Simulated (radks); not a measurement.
Tb11+, configuration [Kr] 4d10 4f6 5s2.

Method: Dirac Kohn-Sham, LB94 model potential, spin-unpolarised, spherical densities, finite nucleus; open shells fill j = l - 1/2 first; Fermi nuclear charge, rms radius 5.06 fm; computed with a radial shooting solver on a logarithmic mesh with Libxc functionals.

Energy parts (Ry):
kinetic: 25623.5494
electron-nucleus: -56797.3991
Hartree: 8309.0092
(The LB94 potential has no energy functional, so no total or exchange-correlation energy is given.)

Orbitals (lengths in bohr, moments of r in powers of bohr; r(max) is where P^2 peaks; r(90%) holds 90 % of the orbital's charge):
[
 {"orbital": "1s1/2", "occ.": "2", "eigenvalue (Ry)": "-3837.069", "r(90%)": "0.0389", "r(max)": "0.01364"},
 {"orbital": "2s1/2", "occ.": "2", "eigenvalue (Ry)": "-649.8744", "r(90%)": "0.141", "r(max)": "0.07759"},
 {"orbital": "2p1/2", "occ.": "2", "eigenvalue (Ry)": "-619.0099", "r(90%)": "0.125", "r(max)": "0.05847"},
 {"orbital": "2p3/2", "occ.": "4", "eigenvalue (Ry)": "-563.6382", "r(90%)": "0.134", "r(max)": "0.06443"},
 {"orbital": "3s1/2", "occ.": "2", "eigenvalue (Ry)": "-156.8202", "r(90%)": "0.350", "r(max)": "0.2200"},
 {"orbital": "3p1/2", "occ.": "2", "eigenvalue (Ry)": "-143.2306", "r(90%)": "0.342", "r(max)": "0.2072"},
 {"orbital": "3p3/2", "occ.": "4", "eigenvalue (Ry)": "-131.8249", "r(90%)": "0.360", "r(max)": "0.2197"},
 {"orbital": "3d3/2", "occ.": "4", "eigenvalue (Ry)": "-108.2510", "r(90%)": "0.333", "r(max)": "0.1741"},
 {"orbital": "3d5/2", "occ.": "6", "eigenvalue (Ry)": "-105.7532", "r(90%)": "0.338", "r(max)": "0.1776"},
 {"orbital": "4s1/2", "occ.": "2", "eigenvalue (Ry)": "-43.06505", "r(90%)": "0.773", "r(max)": "0.5036"},
 {"orbital": "4p1/2", "occ.": "2", "eigenvalue (Ry)": "-37.73878", "r(90%)": "0.797", "r(max)": "0.5069"},
 {"orbital": "4p3/2", "occ.": "4", "eigenvalue (Ry)": "-35.16003", "r(90%)": "0.838", "r(max)": "0.5337"},
 {"orbital": "4d3/2", "occ.": "4", "eigenvalue (Ry)": "-26.31916", "r(90%)": "0.903", "r(max)": "0.5384"},
 {"orbital": "4d5/2", "occ.": "6", "eigenvalue (Ry)": "-25.83969", "r(90%)": "0.916", "r(max)": "0.5470"},
 {"orbital": "4f5/2", "occ.": "6", "eigenvalue (Ry)": "-15.14937", "r(90%)": "1.10", "r(max)": "0.5261"},
 {"orbital": "4f7/2", "occ.": "0", "eigenvalue (Ry)": "-15.06820", "r(90%)": "1.11", "r(max)": "0.5304"},
 {"orbital": "5s1/2", "occ.": "2", "eigenvalue (Ry)": "-16.80120", "r(90%)": "1.60", "r(max)": "1.089"},
 {"orbital": "5p1/2", "occ.": "0", "eigenvalue (Ry)": "-14.96477", "r(90%)": "1.70", "r(max)": "1.146"},
 {"orbital": "5p3/2", "occ.": "0", "eigenvalue (Ry)": "-14.35798", "r(90%)": "1.77", "r(max)": "1.198"},
 {"orbital": "6s1/2", "occ.": "0", "eigenvalue (Ry)": "-9.15801", "r(90%)": "2.79", "r(max)": "2.042"}
]

The highest occupied level is 4f5/2 at -206.12 eV. The density falls to 0.001 e/bohr^3 at r = 2.24 bohr. Summed over all electrons, <r^2> = 14.59 bohr^2, which gives a Langevin (diamagnetic) susceptibility term of -11.6 x 10^-6 cm^3/mol.
